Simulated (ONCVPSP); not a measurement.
# gallium: one change to an ONCV potential, before and after

```json
{
  "Element": "gallium",
  "Generator": "ONCVPSP 4.0.1",
  "Type": "optimised norm-conserving Vanderbilt (ONCV)",
  "Functional": "BLYP",
  "Relativity": "scalar-relativistic",
  "Frozen core": "[Ar] 3d10",
  "Valence charge": "3",
  "Reference configuration": "4s2 4p1",
  "Partial waves": "4s: rc 1.75 bohr, ncon 4, nbas 7, qcut 3.2 1/bohr, local; 4p: rc 2.30 bohr, ncon 4, nbas 8, qcut 3.7 1/bohr, 2 projectors, debl 1.1 Ha",
  "Local potential": "the s channel",
  "Core correction": "none"
}
```

All-electron outer shells of the reference configuration (BLYP, scalar-relativistic, ld1.x):

| shell | level (eV) | outermost node (bohr) | outermost maximum (bohr) |
| --- | --- | --- | --- |
| 3p | -98.64 | 0.24 | 0.56 |
| 3d | -19.04 | – | 0.53 |
| 4s | -8.91 | 0.81 | 1.87 |
| 4p | -2.51 | 0.87 | 2.53 |

Change: s: qcut 3.3.

Cutoffs: the cutoffs (Ha) at which the residual kinetic energy of the hardest occupied pseudo-wave falls to 1 and 0.1 mHa per electron; they do not see the model core or the augmentation charge, which bear on the density cutoff. Errors are all-electron minus pseudo energies relative to the spin-unpolarised reference configuration.

Q: What does the change do?

A: The potential gets neither clearly harder nor softer (15 Ha and 34 Ha → 14 Ha and 33 Ha); both files keep a bound ghost (p); the errors of the 4 common tests hardly move.

```csv
quantity,base,changed
"cutoff, loose",15 Ha,14 Ha
"cutoff, tight",34 Ha,33 Ha
loose cutoff by channel,"s 15 Ha, p 2.7 Ha","s 14 Ha, p 2.7 Ha"
bound ghosts,p,p
GHOST(+) flags under 300 eV,none,none
"error for 4s2 4p0, meV [ΔE 5.67 eV]",+23,+23
"error for 4s1 4p0, meV [ΔE 26.91 eV]",+182,+182
"error for 4s2 4p0.5, meV [ΔE 2.01 eV]",+3.9,+3.9
"error for 4s1 4p1, meV [ΔE 13.05 eV]",+29,+30
s: phases at 1.78 bohr within 0.05 rad from the reference energy up to (Ha; the scan ends near 5),2.3,2.5
p: phases at 2.33 bohr within 0.05 rad from the reference energy up to (Ha; the scan ends near 5),2.5,2.6
```

 A true bound ghost makes a file unfit for plane-wave use even where its test errors are small: the radial tests pick states by their node count and pass the ghost by.
